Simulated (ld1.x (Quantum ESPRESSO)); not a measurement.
gallium (Ga), TM: configuration errors across variants

| Item | Value |
| --- | --- |
| Element | Ga |
| Generator | ld1.x (Quantum ESPRESSO) 7.5 |
| Type | norm-conserving Troullier–Martins (Kleinman–Bylander form) |
| Functional | LDA (PZ) |
| Relativity | scalar-relativistic |
| Frozen core | [Ar] 3d10 |
| Valence charge | 3 |
| Reference configuration | 4s2 4p0 (charge +1) |
| Partial waves | 4p (bound, empty): rc 2.30 bohr; 4d channel at -0.2 Ry: rc 2.20 bohr; 4s (bound): rc 1.70 bohr |
| Local potential | the s channel |
| Core correction | none |

All-electron excitation energies from the reference (eV): (1) 4s2 4p1 -5.888; (2) 4s1 4p0 21.503; (3) 4s2 4p0.5 -3.768; (4) 4s2 4p1.3 -6.466; (5) 4s1 4p1 7.450; (6) 4s1 4p2 0.724; (7) 4s0 4p3 7.656; (8) 4s2 4p1 spin -6.022; (9) 4s1 4p0 spin 21.195.

Spin tests fill each open shell by Hund’s rule, majority spin first.

A true bound ghost makes a file unfit for plane-wave use even where its test errors are small: the radial tests pick states by their node count and pass the ghost by.

Errors AE − PS in meV (a dash: test not solved or not reliable):

| change | (1) | (2) | (3) | (4) | (5) | (6) | (7) | (8) | (9) | bound ghosts |
| --- | --- | --- | --- | --- | --- | --- | --- | --- | --- | --- |
| base | +14 | +99 | +5.3 | +19 | +24 | +33 | +101 | +30 | +411 | d |
| all radii scaled by about 0.76 (s 1.30, p 1.76, d 1.68 bohr) | +15 | +98 | +5.8 | +20 | +23 | +35 | +112 | +31 | +411 | p, d |
| all radii scaled by about 0.92 (s 1.56, p 2.12, d 2.04 bohr) | +14 | +99 | +5.4 | +19 | +22 | +32 | +98 | +31 | +409 | d |
| all radii scaled by about 1.08 (s 1.84, p 2.48, d 2.38 bohr) | +14 | +99 | +5.1 | +18 | +24 | +33 | +102 | +30 | +410 | d |
| all radii scaled by about 1.13 (s 1.92, p 2.58, d 2.48 bohr) | +14 | +98 | +5.1 | +18 | +24 | +33 | +102 | +30 | +409 | none |
| all radii scaled by about 1.23 (s 2.08, p 2.82, d 2.70 bohr) | +13 | +96 | +4.9 | +18 | +23 | +31 | +98 | +29 | +405 | none |
| all radii scaled by about 1.29 (s 2.20, p 2.98, d 2.84 bohr) | +13 | +93 | +4.8 | +17 | +22 | +30 | +94 | +28 | +402 | none |
| all radii scaled by about 1.40 (s 2.38, p 3.22, d 3.08 bohr) | +13 | +87 | +4.8 | +16 | +19 | +28 | +86 | +28 | +396 | p |

Problem. Give the same row for: all radii scaled by about 0.84 (s 1.42, p 1.92, d 1.84 bohr).

Solution. +15, +98, +5.5, +19, +22, +32, +99, +31, +407; bound ghosts: d.
